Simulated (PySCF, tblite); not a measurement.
Species: C5H9ClOSi.
Cartesian coordinates in Å at the GFN2-xTB level; atoms count from 1:
```xyz
17
C5H9ClOSi angstrom
C      2.8502    0.3667    0.2975
O      2.3057   -0.9237    0.4339
C      1.1452   -1.1109   -0.3246
C      0.0186   -1.8553    0.2707
C     -0.1785   -0.5616    0.1708
Si    -1.1442    0.9908    0.4755
C     -3.0060    0.5602    0.3991
Cl    -3.3926   -0.6093    1.6924
H      3.0847    0.5881   -0.7507
H      3.7656    0.3809    0.8854
H      2.1559    1.1292    0.6724
H      1.3446   -1.1427   -1.3975
H     -0.3158   -2.8130    0.5860
H     -0.8343    1.5341    1.7985
H     -0.8668    1.9589   -0.5939
H     -3.6417    1.4270    0.5625
H     -3.2976    0.0926   -0.5383
```

Level of theory: CAM-B3LYP/def2-SVPD in PySCF (dipole) on a GFN2-xTB geometry, gas phase.

Take the most abundant isotopes and a rigid rotor. The values belong to one conformer with, in the numbering `[CH3:1][O:2][C@H:3]1[CH:4]=[C:5]1[SiH2:6][CH2:7][Cl:8]`, C1–O2–C3–C4 -139°, C4–C5–Si6–C7 -35°, C5–Si6–C7–Cl8 62°.

Give the principal moments of inertia and the rotational constants in MHz.

Ia = 163.78, Ib = 800.96, Ic = 894.19 u·Å²; 505379 MHz·u·Å²/I gives A = 3086, B = 631.0, C = 565.2 MHz.

What kind of rotor is it?

A near-prolate asymmetric top; Ray's κ = -0.948.

Is it planar, by Δ = Ic − Ia − Ib?

Not planar: Δ = Ic − Ia − Ib = -70.54 u·Å². For a rigid frame Δ = −2 Σ m c², so Σ m c² = 35.27 u·Å² lies off the ab plane: 10.89 from hydrogen and 24.39 from heavier atoms. The atom farthest from that plane is 1.63 Å away.

Where do the levels up to J = 3 lie, in cm⁻¹?

Above 0(0,0):
J = 1: 1(0,1) 0.0399, 1(1,1) 0.1218, 1(1,0) 0.1240
J = 2: 2(0,2) 0.1197, 2(1,2) 0.1994, 2(1,1) 0.2060, 2(2,1) 0.4516, 2(2,0) 0.4517
J = 3: 3(0,3) 0.2392, 3(1,3) 0.3158, 3(1,2) 0.3289, 3(2,2) 0.5713, 3(2,1) 0.5715, 3(3,1) 0.9863, 3(3,0) 0.9863
Those of J = 1 are B + C, A + C and A + B.

Predict some low-J microwave lines.

The dipole components are |μa| = 0.15 D, |μb| = 1.98 D, |μc| = 1.56 D. The squared components, which scale the intensities, stand as 0.01 : 1.00 : 0.63 (a : b : c). Some lines, for components of 0.1 D or more:

```tsv
type	branch	J(Ka,Kc)	MHz	lower level (cm⁻¹)
c	Q	2(1,2) ← 2(0,2)	2390	0.120
a	R	2(0,2) ← 1(0,1)	2391	0.040
c	Q	1(1,1) ← 1(0,1)	2455	0.040
a	R	2(1,1) ← 1(1,0)	2458	0.124
a	R	3(2,1) ← 2(2,0)	3594	0.452
a	R	4(2,3) ← 3(2,2)	4784	0.571
a	R	4(3,2) ← 3(3,1)	4787	0.986
c	R	3(2,2) ← 2(1,2)	11150	0.199
b	R	3(2,1) ← 2(1,2)	11157	0.199
c	Q	3(3,1) ← 3(2,1)	12433	0.572
c	R	3(3,0) ← 2(2,0)	16027	0.452
c	R	3(3,1) ← 2(2,1)	16028	0.452
```

Estimate the classical rotational partition function at 25 K, 100 K and 200 K.

Point group C1, symmetry number σ = 1; q = (√π/σ)·√((kT/h)³/(ABC)), k/h = 20836.6 MHz/K: 20100 at 25 K, 161000 at 100 K, 455000 at 200 K.

Its GFN2-xTB frequencies are all real (lowest 15 cm⁻¹). These are rigid-rotor constants of the computed structure; measured ground-state constants (B0) also hold zero-point vibration. A rigid rotor knows nothing of internal rotation, which can split or shift real lines. Quadrupole hyperfine structure (35Cl) is left out.
